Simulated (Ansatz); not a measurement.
Diatomic CoS, multiplicity 4 (the spin of the measured ground state). No spin–orbit coupling. Co is treated without relativity.

```json
[
 {"level": "SVWN5/def2-TZVPP", "bond energy D_e (kcal/mol)": "119.32"},
 {"level": "PBE/def2-TZVPP", "bond energy D_e (kcal/mol)": "97.15"},
 {"level": "r2SCAN/def2-TZVPP", "bond energy D_e (kcal/mol)": "89.66"},
 {"level": "B97M-V/def2-TZVPP", "bond energy D_e (kcal/mol)": "84.67"},
 {"level": "B3LYP/def2-TZVPP", "bond energy D_e (kcal/mol)": "77.81"},
 {"level": "PBE0/def2-TZVPP", "bond energy D_e (kcal/mol)": "78.42"},
 {"level": "BHLYP/def2-TZVPP", "bond energy D_e (kcal/mol)": "50.36"}
]
```

The rows run from 50.36 (BHLYP/def2-TZVPP) to 119.32 kcal/mol (SVWN5/def2-TZVPP). The 7 functionals in def2-TZVPP without D3 or D4 span 68.96, from BHLYP to SVWN5.

D_e counts from the fitted minimum to each atom's lowest state at the same level, without counterpoise.

Run with Ansatz (an electronic-structure program). Each number belongs to the level named beside it.
